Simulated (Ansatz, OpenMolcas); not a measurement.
## How methods differ on C2H6Te (dimethyl telluride)

The species is C2H6Te (9 atoms), meant as a singlet with charge 0. As SMILES, `C[Te]C`. The shape is that of a PBE0-D4/def2-TZVP optimisation.

Each level gives the vertical ionisation energy (to the doublet cation) (eV). The values are calculated.

```
                              level                    kind     program  value (eV)  CPU time (all runs)
       HF/def2-SVP (core potential)            Hartree–Fock      Ansatz        6.90                8.6 s
   revPBE/def2-SVP (core potential)                     GGA      Ansatz        7.62                 14 s
    M06-L/def2-SVP (core potential)                meta-GGA  OpenMolcas        7.66              1.7 min
    B3LYP/def2-SVP (core potential)           global hybrid      Ansatz        7.80                 20 s
CAM-B3LYP/def2-SVP (core potential)  range-separated hybrid      Ansatz        7.84                 21 s
    HSE06/def2-SVP (core potential)  range-separated hybrid      Ansatz        7.76                 21 s
   B2PLYP/def2-SVP (core potential)           double hybrid      Ansatz        7.70                 21 s
 RPA@PBE0/def2-SVP (core potential)                     RPA      Ansatz        7.67                 35 s
     CCSD/def2-SVP (core potential)   coupled cluster or CI      Ansatz        7.54                 67 s
```

Spin-orbit coupling is left out. The values span 6.90 to 7.84 eV. In the correlated wave-function rows the outer d shell of Te is correlated, in sets not made for it. Times are those of the runs behind each value, whatever else they computed, on shared processors of several kinds: orders of magnitude only.
